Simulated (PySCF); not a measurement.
Bond curve of TlAs

Set-up: PySCF, scalar-relativistic core potentials, basis sets Tl cc-pVDZ-PP with ECP60, As cc-pVDZ-PP with ECP10. Energies in eV from Tl + As in their ground configurations at the same level. State: ³Σ⁻ (triplet), unpaired electrons π ↑↑.

All columns are PBE0. A positive dipole means Tl(−)As(+).

```csv
R (Å),E (eV),μ (D),Mulliken charge on Tl (basis-dependent),HOMO (eV),LUMO (eV),Mayer bond order,⟨S²⟩
2.437,-1.110,-0.84,0.20,-4.96,-3.33,1.19,2.00
2.551,-1.441,-1.40,0.23,-4.98,-3.12,1.14,2.01
2.664,-1.620,-1.94,0.25,-4.96,-2.93,1.10,2.01
2.749,-1.681,-2.33,0.27,-4.93,-2.80,1.08,2.01
2.834,-1.696,-2.70,0.28,-4.89,-2.69,1.06,2.01
2.919,-1.677,-3.06,0.29,-4.84,-2.59,1.04,2.01
3.032,-1.611,-3.51,0.30,-4.75,-2.48,1.01,2.01
3.174,-1.487,-4.02,0.31,-4.64,-2.38,0.99,2.02
3.344,-1.305,-4.53,0.31,-4.49,-2.31,0.95,2.04
3.571,-1.045,-4.99,0.30,-4.31,-2.29,0.87,2.10
```

A fit through these points gives, at Re = 2.825 Å, μ = -2.66 D and dμ/dR = -4.33 D/Å; the reduced mass is 54.87 u.

Q: How strong is the fundamental in the double-harmonic approximation, I = 42.26·(dμ/dR)²/μred km/mol?

A: I = 42.26·(-4.33)²/54.87 = 14.4 km/mol at PBE0.

These are scalar-relativistic numbers at best; spin–orbit coupling would shift them, the dissociation energy most. The state was picked by a PBE0 search and need not be the measured ground state.
